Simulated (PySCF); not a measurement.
# MAl cations for M along the alkali metals

CCSD(T) with double-zeta basis sets in PySCF, for the lowest determinant that a PBE0 search found; no spin–orbit coupling. De refers to high-spin ground-configuration atoms (the charge goes to the atom of lower measured ionisation energy or higher electron affinity, which is not always the lowest computed limit).

| M | basis | reference, frozen orbitals | charged atom | state (unpaired electrons) | Re (Å) | ωe (cm⁻¹) | De (eV) |
| --- | --- | --- | --- | --- | --- | --- | --- |
| Li | cc-pVDZ/cc-pV(D+d)Z | UHF, 5 | Li+ | doublet (σ ↑) | 3.053 | 241 | 1.17 |
| Na | cc-pVDZ/cc-pV(D+d)Z | UHF, 6 | Na+ | doublet (σ ↑) | 3.427 | 138 | 0.82 |
| K | aug-pcseg-1 | UHF, 10 | K+ | doublet (σ ↑) | 3.945 | 93.3 | 0.53 |
| Rb | def2-SVP | UHF, 5 | Rb+ | doublet (σ ↑) | 4.132 | 74.9 | 0.42 |
| Cs | def2-SVPD | UHF, 5 | Cs+ | doublet (σ ↑) | 4.432 | 67.3 | 0.38 |

The shortest bond is that of LiAl⁺ (3.053 Å), the longest that of CsAl⁺ (4.432 Å).

The rows differ in basis set, which adds steps of its own.

Down a group the atoms grow and get heavier, so bonds lengthen and wavenumbers fall; this series shows no clear exception.

Correlated steps freeze the inner cores (5 to 10 orbitals); shallow outer-core shells are correlated. Weak bonds: CsAl⁺, RbAl⁺. Basis-set superposition, not corrected here, can be much of De in a small basis, most of all at correlated wavefunction levels. Spin–orbit coupling is left out, which matters for elements this heavy, above all for dissociation energies. For an ion De counts to the pair picked by the measured ionisation energies or electron affinities, which need not be the lowest pair at this level. States were picked by a PBE0 search and need not be the measured ground states.
